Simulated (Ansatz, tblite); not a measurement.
Cost and result up the ladder for Cu2Pt (the lowest singlet isomer of a short search) (3 atoms). Charge 0, multiplicity 1. Geometry: r2SCAN-D4/def2-TZVP.

Cartesian coordinates in Å:
```
Pt 0.7517 -0.0056 -1.1204
Cu -0.2428 1.1951 0.6435
Cu -0.5088 -1.1895 0.4770
```

Ansatz on 4 threads of Arm Neoverse V2 on a shared host; xTB runs through tblite on one thread. Times are rough, summed over both states, and most runs start from the orbitals of an earlier one. B2PLYP/def2-TZVP serves as the yardstick here, not as an exact answer. The other state is a quintet at its own geometry.

In the def2 sets Pt takes a core potential; there is no spin–orbit coupling. The xTB rows come from tblite. Correlated methods freeze 18 core orbitals; core or outer-core shells of Pt are correlated, in sets that lack core-valence functions. The structure comes from a short search, and lower isomers may exist.

xTB has no spin-polarisation term.

```json
{"level": "GFN1-xTB", "functions": "27", "wall time": "0.005 s", "quintet − singlet (eV)": "2.99", "difference from B2PLYP/def2-TZVP (eV)": "-0.63"}
{"level": "GFN2-xTB", "functions": "27", "wall time": "0.005 s", "quintet − singlet (eV)": "6.30", "difference from B2PLYP/def2-TZVP (eV)": "2.68"}
{"level": "PBE-D4/def2-TZVP", "functions": "130", "wall time": "11 s", "quintet − singlet (eV)": "2.51", "difference from B2PLYP/def2-TZVP (eV)": "-1.12"}
{"level": "BLYP-D4/def2-TZVP", "functions": "130", "wall time": "11 s", "quintet − singlet (eV)": "2.50", "difference from B2PLYP/def2-TZVP (eV)": "-1.12"}
{"level": "RPA@PBE/def2-TZVP", "functions": "130", "wall time": "11 s", "quintet − singlet (eV)": "2.08", "difference from B2PLYP/def2-TZVP (eV)": "-1.55"}
{"level": "PBE0-D4/def2-TZVP", "functions": "130", "wall time": "12 s", "quintet − singlet (eV)": "2.75", "difference from B2PLYP/def2-TZVP (eV)": "-0.87"}
{"level": "CAM-B3LYP-D4/def2-TZVP", "functions": "130", "wall time": "14 s", "quintet − singlet (eV)": "2.90", "difference from B2PLYP/def2-TZVP (eV)": "-0.72"}
{"level": "B2PLYP/def2-TZVP", "functions": "130", "wall time": "22 s", "quintet − singlet (eV)": "3.62", "difference from B2PLYP/def2-TZVP (eV)": "0.00"}
{"level": "r2SCAN-D4/def2-TZVP", "functions": "130", "wall time": "23 s", "quintet − singlet (eV)": "2.12", "difference from B2PLYP/def2-TZVP (eV)": "-1.50"}
{"level": "ωB97X-V/def2-TZVP (with forces)", "functions": "130", "wall time": "32 s", "quintet − singlet (eV)": "3.23", "difference from B2PLYP/def2-TZVP (eV)": "-0.40"}
```
